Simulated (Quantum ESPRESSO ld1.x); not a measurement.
The numbers below are computed, except where a source is named.
Coulomb parameter of the 5d shell of the iridium ion Ir+ in the model configuration [Xe] 4f14 5d5.5 6s1 6p1.5, as a second difference U = [E(n + 0.5) + E(n - 0.5) - 2 E(n)] / (0.5)^2 with all orbitals relaxed. "Bare": the charge of the atom changes with n. "Screened": the 6p shell takes up the change at fixed total charge, which measures U(5d,5d) + U(6p,6p) - 2 U(5d,6p). Code: ld1.x of Quantum ESPRESSO 7.5. Model: Dirac Kohn-Sham, PW91, spin-unpolarised, spherical densities, point nucleus; open shells are shared between the two j in proportion to 2j + 1.

case                       configuration  E - E(n) (eV)
start          [Xe] 4f14 5d5.5 6s1 6p1.5          0.000
bare +0.5        [Xe] 4f14 5d6 6s1 6p1.5         -9.071
bare -0.5        [Xe] 4f14 5d5 6s1 6p1.5         11.849
screened +0.5      [Xe] 4f14 5d6 6s1 6p1         -5.428
screened -0.5      [Xe] 4f14 5d5 6s1 6p2          6.005

U(bare) = 11.112 eV, U(screened by 6p) = 2.310 eV, against the Slater integral F0(5d,5d) = 15.410 eV with frozen orbitals.
